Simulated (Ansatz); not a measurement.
One change: `CCBO[SiH3]` becomes `CCBCN`.

Ansatz, PBE0-D4/def2-TZVP geometries, multiplicity 1. Each molecule was computed in one conformer, which needn't be the lowest.

```tsv
property	`CCBO[SiH3]`
LUMO energy (ωB97M-V/def2-TZVPP) / eV	1.68
HOMO–LUMO gap (ωB97M-V/def2-TZVPP) / eV	12.09
HOMO–LUMO gap (PBE0/def2-TZVPP) / eV	7.90
HOMO energy (ωB97M-V/def2-TZVPP) / eV	-10.41
size of the dipole moment (ωB97M-V/def2-TZVPP) / D	0.25
HOMO energy (PBE0/def2-TZVPP) / eV	-8.07
```

Q: Give the same properties after the change, and the shifts. (An estimate is asked.)

A: The calculation gave: 
| property | `CCBCN` | shift |
| --- | --- | --- |
| LUMO energy (ωB97M-V/def2-TZVPP) / eV | 1.28 | -0.40 |
| HOMO–LUMO gap (ωB97M-V/def2-TZVPP) / eV | 10.39 | -1.70 |
| HOMO–LUMO gap (PBE0/def2-TZVPP) / eV | 6.06 | -1.84 |
| HOMO energy (ωB97M-V/def2-TZVPP) / eV | -9.11 | 1.30 |
| size of the dipole moment (ωB97M-V/def2-TZVPP) / D | 1.37 | 1.12 |
| HOMO energy (PBE0/def2-TZVPP) / eV | -6.69 | 1.38 |

With PBE0 the HOMO rises by 1.38 eV and the LUMO falls by 0.47 eV, so the gap narrows by about 1.85 eV. PBE moves the HOMO by 1.45 eV and ωB97M-V by 1.30 eV. Dipoles are sizes alone; their direction can turn.
